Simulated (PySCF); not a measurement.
Compound: H₅NO₂Si.
SMILES: `N[SiH](O)O`

Torsions of this conformer, `[NH2:1][SiH:2]([OH:3])[OH:4]`: H–N1–Si2–O3 -71°, H–N1–Si2–O3 143°, H–O3–Si2–N1 -46°, H–O4–Si2–N1 -140°.

The closed-shell ground state was solved at several levels (PySCF, density fitting, gas phase, non-relativistic). One conformer (not necessarily the lowest) at the PBE0-D3(BJ)/def2-SVP geometry, without solvent, vibrations or thermal averaging.

```csv
level,basis functions,total energy (Eh),HOMO (eV),LUMO (eV),gap (eV),dipole (D)
wB97X-D/def2-SVPD,130,-497.5296,-9.84,1.88,11.72,1.46
PBE0/pcSseg-1,100,-497.4470,-7.72,1.19,8.91,1.52
```

(1) Estimate the row for KT2/pcSseg-2, a basis of 221 functions; the other rows only guide the guess.

(2) Over all these levels, which gives the widest orbital gap and which the narrowest?

(3) How far do the dipole and the HOMO energy spread over the levels?

Answers

(1) Total energy -503.4790 Eh, HOMO -6.48 eV, LUMO -0.42 eV, gap 6.06 eV, dipole 1.39 D.

(2) wB97X-D/def2-SVPD (range-separated hybrid) has the widest, 11.72 eV, and KT2/pcSseg-2 (GGA) the narrowest, 6.06 eV. Functional and basis both differ between the two, so the spread mixes both effects.

(3) The dipole runs from 1.39 to 1.52 D (mean 1.46 D) and the HOMO from -9.84 to -6.48 eV.

wB97X-D is run here without its empirical dispersion term; that term would change no orbital, density or response property at a fixed geometry.
